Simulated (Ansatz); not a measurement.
The cluster Ge₃⁻. The state is a doublet with charge -1. Geometry PBE-D4/def2-TZVPD; atoms count from 1.

```xyz
3

Ge    0.6962   -1.2600    0.3018
Ge   -0.9868    0.1979   -1.0726
Ge    0.2906    1.0620    0.7707
```

The structure comes from a short search, and lower isomers may exist.

(1) Estimate the Mulliken populations from the PBE0/def2-TZVPD orbitals of Ansatz.

(2) Where does the spin sit?

(3) And the Mayer bond orders between heavy atoms (over 0.3)?

Answers

(1) 
```json
{"atom": "Ge1", "charge (e)": "-0.31", "spin (α − β)": "0.46"}
{"atom": "Ge2", "charge (e)": "-0.31", "spin (α − β)": "0.46"}
{"atom": "Ge3", "charge (e)": "-0.38", "spin (α − β)": "0.08"}
```
Mulliken values depend strongly on the basis. With diffuse functions, as here, like atoms can get unlike values, and bond orders can come out too low or too high.

(2) Summed by element: Ge 1.00, of 1 unpaired in all. Largest on single atoms: Ge1 0.46, Ge2 0.46, Ge3 0.08.

(3) Ge1–Ge2 1.18 (2.62 Å); Ge1–Ge3 1.46 (2.40 Å); Ge2–Ge3 1.46 (2.40 Å).
